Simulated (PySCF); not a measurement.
**Predicted spectroscopic data**

PySCF calculation with σ from GIAO-PBE0/pcSseg-1 and geometry: GFN2-xTB; relativity neglected, averaged over atoms made equivalent by symmetry, fast rotation or ring inversion, no solvent, a single conformation.

Scale: ¹H (31.72 ppm) and ¹³C (186.93 ppm) vs TMS (reference shieldings calculated alike). Splittings of carbon signals by F and P are missing where no couplings were computed. Where no couplings were computed, multiplicities follow the n + 1 count of equivalent neighbours, and m marks all less simple cases (inequivalent or close neighbours, rings, F or P nearby). Shifts are as computed. Against solution values, carbons near 30 ppm lie about +3 ppm off and those near 130 ppm about +5 ppm. Of 1211 compounds with measured shifts, 218 miss one by over three times the rms of a fit or turn the order of signals round; such compounds aren't used in these exercises.

**1.** 1-phenyl-1-propyne (CC#Cc1ccccc1, C$_{9}$H$_{8}$). ¹H NMR (500 MHz, computed): δ 7.74 (d, 2H), 7.57 (m, 2H), 7.51 (m, 1H), 2.28 (s, 3H). ¹³C{¹H} NMR (computed): δ 138.6 (CH), 133.6 (CH), 132.6 (CH), 129.0 (C), 96.0 (C), 87.5 (C), 5.8 (CH3).

**2.** `FC(F)(F)C1=CCC=CO1`, C$_{6}$H$_{5}$F$_{3}$O. ¹H NMR (500 MHz, computed): δ 6.50 (d, 1H), 5.62 (m, 1H), 4.85 (m, 1H), 3.12 (m, 2H). ¹³C{¹H} NMR (computed): δ 149.1, 148.4, 128.8, 110.6, 105.9, 24.8.
